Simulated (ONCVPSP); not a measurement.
zinc: one change to an ONCV potential, before and after

ONCVPSP 4.0.1 input, shortened (lines: element, Z, core and valence counts, functional; n l f; lmax; l rc ep ncon nbas qcut; lloc lpopt rc5 dvloc0; l nproj debl; icmod fcfact rcfact), PBE, scalar-relativistic:

```
  Zn 30.00    5    3        4      upf
    1    0    2.00
    2    0    2.00
    2    1    6.00
    3    0    2.00
    3    1    6.00
    3    2   10.00
    4    0    1.00
    4    1    1.00
    3
    0    2.15    0.00    4    7    3.10
    1    3.20    0.00    4    8    3.00
    2    1.20    0.00    4    8   13.70
    3    2.85    0.03    3    7    3.60
    4    5    0.90    0.00
    0    2    0.50
    1    2    1.00
    2    2    2.30
    3    2    0.50
    3    5.00    1.35
```

All-electron outer shells of the reference configuration (PBE, scalar-relativistic, ld1.x):

```json
{"shell": "3s", "level (eV)": "-131.48", "outermost node (bohr)": "0.28", "outermost maximum (bohr)": "0.59"}
{"shell": "3p", "level (eV)": "-85.65", "outermost node (bohr)": "0.25", "outermost maximum (bohr)": "0.59"}
{"shell": "3d", "level (eV)": "-12.34", "outermost node (bohr)": "–", "outermost maximum (bohr)": "0.57"}
{"shell": "4s", "level (eV)": "-7.40", "outermost node (bohr)": "0.85", "outermost maximum (bohr)": "2.04"}
{"shell": "4p", "level (eV)": "-2.10", "outermost node (bohr)": "0.92", "outermost maximum (bohr)": "2.89"}
```

Change: local potential polynomial inside 0.90 bohr (lpopt 5, dvloc0 6 Ha).

Cutoffs: the cutoffs (Ha) at which the residual kinetic energy of the hardest occupied pseudo-wave falls to 1 and 0.1 mHa per electron; they do not see the model core or the augmentation charge, which bear on the density cutoff. Errors are all-electron minus pseudo energies relative to the spin-unpolarised reference configuration.

Problem. Predict the effect on cutoff, ghosts and configuration errors.

Solution. The potential gets neither clearly harder nor softer (73 Ha and 81 Ha → 73 Ha and 81 Ha); the bound ghost in s disappears; the lowest positive-energy flag moves from f at 3.9 eV to s at 1.5 eV; of the 4 tests that both files solve, the error grows in 0 and shrinks in 1 by more than 15 % and 0.3 meV (median size 10.5 → 10.6 meV); the range in which the s phases agree widens (upper end 2.9 → at the end of the scan); the range in which the p phases agree widens (upper end 1.3 → 2.4). In the separable form a ghost depends on how the local part lies against the semilocal potential of the channel, so the choice of the local part can create or remove one.

```tsv
quantity	base	changed
cutoff, loose	73 Ha	73 Ha
cutoff, tight	81 Ha	81 Ha
bound ghosts	s	none
GHOST(+) flags under 300 eV	f at 3.9 eV, p at 41.3 eV	s at 1.5 eV, f at 13.5 eV, p at 71.0 eV
error for 3d10 4s2 4p0, meV [ΔE -5.09 eV]	+6.5	+6.7
error for 3d10 4s1 4p0, meV [ΔE 4.80 eV]	-1.6	-1.5
error for 3d10 4s0 4p0, meV [ΔE 23.24 eV]	+14	+15
error for 3d9 4s2 4p1, meV [ΔE 7.16 eV]	-116	-17
s: phases at 2.19 bohr within 0.05 rad from the reference energy up to (Ha; the scan ends near 5)	2.9	to the end of the scan
p: phases at 3.25 bohr within 0.05 rad from the reference energy up to (Ha; the scan ends near 5)	1.3	2.4
d: phases at 1.22 bohr within 0.05 rad from the reference energy up to (Ha; the scan ends near 5)	to the end of the scan	to the end of the scan
f: phases at 2.90 bohr within 0.05 rad from the reference energy up to (Ha; the scan ends near 5)	2.2	2.1
rms error of d²Exc/dni dnj with the model core, mHa	1.68	1.68
```

 A true bound ghost makes a file unfit for plane-wave use even where its test errors are small: the radial tests pick states by their node count and pass the ghost by.
